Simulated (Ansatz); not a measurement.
Cost and result up the ladder for In₄P₄H₁₆, a cluster cut from zinc blende InP (hydrogen-capped) (24 atoms). Total charge 0; singlet. Geometry: PBE-D4/def2-SVP.

```xyz
24

In    0.969   -1.767   -2.288
In   -3.029    0.057    0.313
In    0.906    2.848   -0.606
In    1.160   -1.131    2.577
P     1.449    0.839   -2.248
P    -1.649    2.257   -0.219
P     1.650   -2.256    0.227
P    -1.454   -0.844    2.245
H     2.230   -2.465   -3.261
H    -0.749   -1.955   -2.382
H    -4.484    0.592    1.100
H    -2.813   -1.003   -1.038
H     0.914    4.278   -1.594
H     1.726    2.511    0.881
H     1.847    0.457    2.522
H     1.350   -2.396    3.754
H     1.028    1.293   -3.540
H     2.855    0.961   -2.498
H    -2.338    2.843   -1.331
H    -2.089    3.216    0.751
H     1.346   -3.644    0.410
H     3.074   -2.416    0.204
H    -2.015   -2.115    2.593
H    -1.886   -0.160    3.428
```

Ansatz on 4 threads of Arm Neoverse V1 on a shared host. Times are rough, and most runs start from the orbitals of an earlier one. PBE0-D4/def2-TZVP serves as the yardstick here, not as an exact answer. Differences are given only for rows in sets of like size (and for xTB, whose basis is part of the method), since another set adds its own error. Binding counts from free atoms at the same level (In doublet, P quartet, H doublet; other spins of the atoms weren't run), without zero-point energy or a counterpoise term.

In the def2 sets In takes a core potential; there is no spin–orbit coupling. Correlated methods freeze 36 core orbitals; core or outer-core shells of In are correlated, in sets that lack core-valence functions. The rows differ in basis, and correlated rows in double-zeta sets carry the largest basis error.

Correlated methods converge slowly with the basis, most of all in double-zeta sets.

```
                          level  functions  wall time
                PBE-D4/def2-SVP        256        8 s
               PBE0-D4/def2-SVP        256       15 s
               PBE-D4/def2-TZVP        444       17 s
                   MP2/def2-SVP        256       18 s
            r2SCAN-D4/def2-TZVP        444       34 s
             BHLYP-D4/def2-TZVP        444       42 s
PBE0-D4/def2-TZVP (with forces)        444       52 s
               B97M-V/def2-TZVP        444       79 s
```

(1) Estimate what each level gives for the binding energy per atom (eV).

## Answers

(1) 
```tsv
level	binding energy per atom (eV)	difference from PBE0-D4/def2-TZVP (eV)
PBE-D4/def2-SVP	2.40	–
PBE0-D4/def2-SVP	2.39	–
PBE-D4/def2-TZVP	2.42	0.00
MP2/def2-SVP	2.19	–
r2SCAN-D4/def2-TZVP	2.44	0.02
BHLYP-D4/def2-TZVP	2.42	0.01
PBE0-D4/def2-TZVP (with forces)	2.41	0.00
B97M-V/def2-TZVP	2.49	0.08
```
